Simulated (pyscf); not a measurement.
`[C]1[CH2][CH2][CH2][CH2]1` [singlet] → `[CH]1=[CH][CH2][CH2][CH2]1`, a hydrogen shift (singlet surface; C–H broken, C–H formed). Structures and frequencies: ωB97X-D3(BJ)/def2-SVP in PySCF. Energies in kcal/mol from the reactant's lowest minimum found.

AM1 to PM7: differences of heats of formation from MOPAC. 

Problem. In single points AM1 puts the saddle at 19.7 kcal/mol and the reaction energy at -67.3 kcal/mol. Should these be trusted to within a few kcal/mol? Compare with ωB97M-D3(BJ)/def2-TZVP.

Solution. ωB97M-D3(BJ)/def2-TZVP gives ΔE‡ = 5.2 kcal/mol and ΔE = -64.5 kcal/mol. AM1 lies 14.5 kcal/mol over it in the barrier and 2.8 kcal/mol under it in the reaction energy, so on this step it does not hold to within 3.0 kcal/mol. ωB97M-D3(BJ)/def2-TZVP has limits of its own. One saddle was located; it need not be the lowest between these sides.
